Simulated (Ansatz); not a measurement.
A CCSD(T) single point on F$_{3}$H$_{3}$Si$_{2}$ (`F[SiH2][SiH](F)F`).

```yaml
crystal:
  periodic: [false, false, false]
  atoms:
    - {symbol: F, position_ang: [1.015800, 1.502951, -1.383990]}
    - {symbol: Si, position_ang: [-0.301234, 0.728853, -0.894384]}
    - {symbol: Si, position_ang: [0.301484, -0.741964, 0.843179]}
    - {symbol: F, position_ang: [0.746330, 0.091009, 2.124104]}
    - {symbol: F, position_ang: [-0.999389, -1.570708, 1.243606]}
    - {symbol: H, position_ang: [-0.850229, -0.028611, -2.047592]}
    - {symbol: H, position_ang: [-1.293818, 1.728931, -0.428705]}
    - {symbol: H, position_ang: [1.381046, -1.710462, 0.543773]}
basis:
  gaussian: {orbitals: def2-QZVPP}
correlation: {method: ccsd_t}
```

```sh
$ ansatz run in.yaml --threads 2 --pin off --events-out ev --progress --plain --max-ram 20480MiB --backend cuda --devices 0, --max-vram 18GiB
```

Log, shortened:

```
Functional definition: HF
2423 factors; integrals over basis functions are off by at most 6.8e-4 eV
mean field evaluation 1: about -23896.5178 eV, gradient 4.4e1 eV
mean field evaluation 2: about -23896.6396 eV, gradient 4.4e1 eV
mean field evaluation 4: about -23900.2420 eV, gradient 2.8e0 eV
mean field evaluation 8: about -23900.2871 eV, gradient 1.4e-1 eV
mean field -23900.28721943 eV, -878.3193551177 hartree, gradient 8.1e-7 eV, S^2 0.000000; 0 other end points of the search recorded, 0 dependent functions left out
13 core orbitals not correlated: weight in the atoms' cores, before any rotation towards them, 1.000 or more for the frozen orbitals, at most 0.000 for the correlated occupied ones
reference -23900.28721943 eV, -878.3193551177 hartree; 16, 16 occupied and 372, 372 virtual orbitals, 2423 factors
second order -29.25141196 eV of doubles, -0.00000000 eV of singles
cycle   1  -29.04368125 eV  change    2.1e-1 eV  update   1.1e-1
cycle   2  -29.64636448 eV  change   -6.0e-1 eV  update   3.4e-2
cycle   3  -29.79819004 eV  change   -1.5e-1 eV  update   1.6e-2
cycle   4  -29.77303601 eV  change    2.5e-2 eV  update   3.2e-3
cycle   5  -29.76983790 eV  change    3.2e-3 eV  update   1.4e-3
cycle   6  -29.77137078 eV  change   -1.5e-3 eV  update   4.1e-4
cycle   7  -29.77124854 eV  change    1.2e-4 eV  update   1.5e-4
cycle   8  -29.77111272 eV  change    1.4e-4 eV  update   4.4e-5
cycle   9  -29.77112348 eV  change   -1.1e-5 eV  update   1.8e-5
perturbative correction -0.95203998 eV, -0.0349868241 hartree
Total energy: -23931.01038290 eV, -879.4484105501 hartree
```

Run time 12 s (2 threads of an AMD EPYC 7R13 on a shared host and a share of an NVIDIA H100 80 GB); peak host memory 0.89 GiB.

Correlation energy per correlated electron: -0.960 eV. T1 diagnostic: 0.0120.
